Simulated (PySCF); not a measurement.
A series of related molecules.

All values: PBE0/pcSseg-1 (PySCF) at GFN2-xTB geometries, gas phase, one conformer each.

**Question.** Rank by dipole moment, highest first.
A. `FC(F)(F)[C@]12C[C@](Cl)(C1)C2`
B. `[F:1][C:2]([F:3])([F:4])[C@:5]12[CH2:6][C@:7]([SH:8])([CH2:9]1)[CH2:10]2` with C6–C7–S8–H 180°
C. `C[C@]12C[C@](C(F)(F)F)(C1)C2`
D. `FC(F)(F)[C@]12C[C@](F)(C1)C2`

**Answer.** C (3.08 D), B (1.62 D), D (0.84 D), A (0.64 D).

**Question.** Rank by the lowest IAO charge on any atom, highest value first.
A. `[C@]12(C(F)(F)F)C[C@@](C2)(C1)C`
B. `FC(F)(F)[C@]12C[C@](Cl)(C1)C2`
C. `CC[C@]12C[C@](C(F)(F)F)(C1)C2`

**Answer.** B (-0.282 e), C (-0.417 e), A (-0.437 e).

**Question.** Rank by HOMO energy, highest first.
A. `CC[C@]12C[C@](C(F)(F)F)(C1)C2`
B. `C[C@]12C[C@](C(F)(F)F)(C1)C2`
C. `FC(F)(F)[C@]12C[C@](F)(C1)C2`
D. `C1[C@]2(C(F)(F)F)C[C@@]1(S)C2`
E. `FC(F)(F)[C@]12C[C@](Cl)(C1)C2`

**Answer.** D (-7.16 eV), E (-8.68 eV), A (-8.88 eV), B (-9.11 eV), C (-9.48 eV).

All values together:

```tsv
SMILES	formula	μ (D)	HOMO (eV)	LUMO (eV)	lowest IAO charge (e)	highest IAO charge (e)	lowest Hirshfeld charge (e)	highest Hirshfeld charge (e)
FC(F)(F)[C@]12C[C@](F)(C1)C2	C6H6F4	0.84	-9.48	1.51	-0.287 (F)	+0.805 (C)	-0.108 (F)	+0.260 (C)
FC(F)(F)[C@]12C[C@](Cl)(C1)C2	C6H6ClF3	0.64	-8.68	1.06	-0.282 (F)	+0.803 (C)	-0.097 (F)	+0.259 (C)
CC[C@]12C[C@](C(F)(F)F)(C1)C2	C8H11F3	3.12	-8.88	1.26	-0.417 (C)	+0.798 (C)	-0.116 (C)	+0.255 (C)
C[C@]12C[C@](C(F)(F)F)(C1)C2	C7H9F3	3.08	-9.11	1.32	-0.437 (C)	+0.798 (C)	-0.118 (C)	+0.255 (C)
FC(F)(F)[C@]12C[C@](S)(C1)C2	C6H7F3S	1.62	-7.16	0.33	-0.284 (F)	+0.800 (C)	-0.099 (F)	+0.257 (C)
```

Conformers: `[CH3:1][CH2:2][C@:3]12[CH2:4][C@:5]([C:6]([F:7])([F:8])[F:9])([CH2:10]1)[CH2:11]2` with C1–C2–C3–C4 61°; `[F:1][C:2]([F:3])([F:4])[C@:5]12[CH2:6][C@:7]([SH:8])([CH2:9]1)[CH2:10]2` with C6–C7–S8–H 180°.
